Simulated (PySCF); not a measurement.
Species: [AuCl2]- (charge -1 and singlet state).
Structure used (PBE0-D3(BJ)/def2-SVP), in Å, numbered top down from 1:
```xyz
3
AuCl2 angstrom
Au     0.001    0.000    0.000
Cl    -0.018   -0.023    2.315
Cl     0.018    0.022   -2.315
```

The calculation used TDDFT wB97X-D/def2-SVPD, vertical, gas phase, core orbitals frozen in the response, def2 core potentials past Kr (PySCF 2.14.0, density-fitted response routines). Spin–orbit coupling is left out. The geometry's basis has no diffuse functions, a weakness for an anion.

Transition dipole moments from the ground state, in atomic units and in the frame of the coordinates above (overall signs are arbitrary), for the states with f of 0.002 or more among the lowest 10:

```json
{"state": "S9", "E (eV)": "6.538", "μx": "-0.454", "μy": "-0.452", "μz": "-0.008"}
{"state": "S10", "E (eV)": "6.538", "μx": "0.452", "μy": "-0.454", "μz": "-0.001"}
```

(1) What oscillator strength does each state have?

(2) The point group is D∞h. Which irreducible representation does each state belong to?

(3) How is the summed strength of these states shared among x, y and z?

(4) What peak molar absorption coefficient would the strongest computed level give as a lone Gaussian band 0.5 eV wide at half height?

## Answers

(1) f = (2/3) ΔE |μ|² with ΔE in hartree (27.2114 eV).

```json
{"state": "S9", "|μ|² (au)": "0.410", "|μ| (D)": "1.63", "f": "0.066"}
{"state": "S10", "|μ|² (au)": "0.410", "|μ| (D)": "1.63", "f": "0.066"}
```

(2) Polarised across the molecular axis, so Πu: S9 and S10.

(3) (2/3) Σ ΔE μα² gives 0.066 for x, 0.066 for y and 0.000 for z, 0.131 in all.

(4) ε(max) = 2.175×10⁸ f / FWHM, with the width in cm⁻¹. S9/S10 (f summed): 2.175×10⁸ × 0.1314 / 4033 ≈ 7100 L mol⁻¹ cm⁻¹.

S9/S10 coincide within about 0.01 eV; within a degenerate level the directions of the single components are arbitrary.

No detachment energy is given for this anion; states above it aren't bound, and a finite basis only mimics them.

Hardware: one thread, Arm Neoverse V1 (shared host). Cost: 6.6 s.
